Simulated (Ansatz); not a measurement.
A nudged elastic band was laid between two geometries of BF3H2O (7 atoms, charge 0, multiplicity 1).

Method: RKS revPBE-D4/def2-SVP in Ansatz.

```
movable images  : 7
climbing image  : yes
spring          : 5.0 eV/Å²
optimiser       : quadratic models (default)
start path      : through a guess of the saddle point
force threshold : 0.05 eV/Å
iteration limit : 60
end points      : relaxed
```

First end point:

```xyz
7
Properties=species:S:1:pos:R:3
B 0.042 0.033 0.073
F -0.062 0.545 1.336
F 1.195 0.255 -0.593
F -1.110 -0.014 -0.660
O 0.171 -1.763 0.508
H -0.667 -2.139 0.170
H 0.072 -1.770 1.482
```

Last end point:

```xyz
7
Properties=species:S:1:pos:R:3
B 0.046 -0.450 -0.447
F -0.048 -0.014 2.191
F 1.168 0.249 -0.585
F -1.105 0.034 -0.928
O 0.110 -1.700 0.131
H -0.764 -2.133 0.121
H 0.234 -0.839 1.831
```

(1) What changes between the two ends?

(2) What energy profile does the band end with?

(3) What is the geometry of the highest image?

(4) What are the harmonic wavenumbers there?

Results:

(1) Bonds broken: B1–F2, O5–H7. Bonds formed: F2–H7. BF3H2O becomes BF2HO + FH.

(2) The forces met the threshold. The highest image is number 4 of 0 to 8, 0.88 eV above the first end and 0.43 eV above the last; the last end lies 0.44 eV above the first. A vibrational analysis at the climbing image gives one clearly imaginary mode, 797i cm⁻¹: a first-order saddle point. The orbitals stay closed-shell, which can raise the energy where a bond breaks towards radicals; this wasn't checked here.

| image | path coordinate (Å) | energy (eV) | B1–F2 (Å) | O5–H7 (Å) | F2–H7 (Å) |
| --- | --- | --- | --- | --- | --- |
| 0 | 0.00 | 0.00 | 1.37 | 0.98 | 2.32 |
| 1 | 0.26 | 0.05 | 1.38 | 0.98 | 1.99 |
| 2 | 0.51 | 0.23 | 1.43 | 1.00 | 1.67 |
| 3 | 0.77 | 0.62 | 1.53 | 1.10 | 1.38 |
| 4 | 1.02 | 0.88 | 1.69 | 1.29 | 1.13 |
| 5 | 1.29 | 0.71 | 1.92 | 1.54 | 1.00 |
| 6 | 1.55 | 0.53 | 2.20 | 1.75 | 0.96 |
| 7 | 1.82 | 0.46 | 2.46 | 1.89 | 0.94 |
| 8 | 2.08 | 0.44 | 2.68 | 1.91 | 0.94 |

(3) 
```xyz
7
Properties=species:S:1:pos:R:3
B 0.054 -0.280 -0.065
F -0.028 0.080 1.585
F 1.185 0.263 -0.539
F -1.130 0.051 -0.626
O 0.169 -1.725 0.362
H -0.655 -2.202 0.142
H 0.048 -1.041 1.455
```

(4) 797i, 269, 355, 383, 442, 489, 631, 754, 919, 1013, 1197, 1245, 1405, 1953, 3709 cm⁻¹.

The run took 3 min on 1 thread of Intel(R) Xeon(R) Platinum 8259CL CPU @ 2.50GHz (Skylake/Cascade Lake), with other jobs on the host, peak memory 0.16 GiB.
